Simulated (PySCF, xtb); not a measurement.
GeF2Cl2, SMILES [F][Ge]([F])([Cl])[Cl].

Harmonic wavenumbers (cm⁻¹) from xtb with GFN2-xTB at its own minimum, in rising order: 101, 121, 139, 176, 182, 337, 407, 459, 464.

Task: What does PySCF 2.14.0 with B3LYP-D3(BJ)/def2-SVP give at its own minimum? (The exact figures need the calculation; the answer reports its results.)

Result: 135, 165, 193, 237, 241, 424, 479, 737, 763. Paired by order, the mean absolute difference is 110 cm⁻¹ and the zero-point energies are 3.4 and 4.8 kcal/mol.
